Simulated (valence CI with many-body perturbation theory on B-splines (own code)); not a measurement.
# Er XXXVII: key properties

Computed by valence CI with perturbative core correlation (CI+MBPT): four valence electrons over a frozen Dirac-Fock core [Ar] 3d10, radial functions for each j: 11 s, 11 p, 10 d, 8 f, 5 g, 2 h, with the one-electron correlation potential Σ1 (screened to all orders), the two-electron term Σ2, the three-electron term Σ3, Breit, model QED; selected single and double excitations, second order for the rest, scaled by the run's own slope (own B-spline code, finite nucleus).

No measured spectrum was set against this ion. As an estimate, large intervals hold to a few tenths of a per cent, small ones and those within an open d or f shell to about a per cent. Among the levels kept, up to 390 cm⁻¹ of a level comes from second order outside the variational space, and about a tenth of that is noise between levels of different J, which matters for small intervals.

Levels are named by their leading jj configuration (3d3/2^4 stands for four electrons in 3d with j = 3/2), which in mixed levels can hold well under half, so a name can repeat and another be missing.

Rates and lifetimes use the calculated energies. Strong lines usually hold to 10 to 20 %, long lifetimes can be off by a factor of two.

Task: What is the ground level?

Result: (4s^2 4p1/2^2) J=0, composition 71 % 4s2.4p2 3P + 28 % 4s2.4p2 1S.

Task: Name the longest-lived excited levels whose lifetime is computed, and their main decay.

Result: (4s^2 4p1/2 4p3/2) J=2 at 60.56 eV lives 41.1 μs, mostly by E2 to (4s^2 4p1/2^2) J=0; (4s^2 4p3/2 4d5/2) J=4 at 264.12 eV lives 959 ns, mostly by M1 to (4s^2 4p1/2 4d5/2) J=3; (4s^2 4p1/2 4p3/2) J=1 at 56.80 eV lives 816 ns, mostly by M1 to (4s^2 4p1/2^2) J=0.

Task: Among levels below 511.80 eV, which E1 lines absorb most strongly from the ground level?

Result: to (4s^2 4p1/2 4d3/2) J=1 at 6.101 nm, f = 1.37; to (4s 4p1/2^2 4p3/2) J=1 at 8.218 nm, f = 0.498; to (4s 4p1/2 4p3/2^2) J=1 at 5.841 nm, f = 0.168.

Task: What is the ionisation energy?

Result: 1626.6 eV; NIST lists 1625 ± 5 eV (theoretical).

Task: Where does the other parity begin?

Result: At (4s 4p1/2^2 4p3/2) J=2, 137.95 eV.
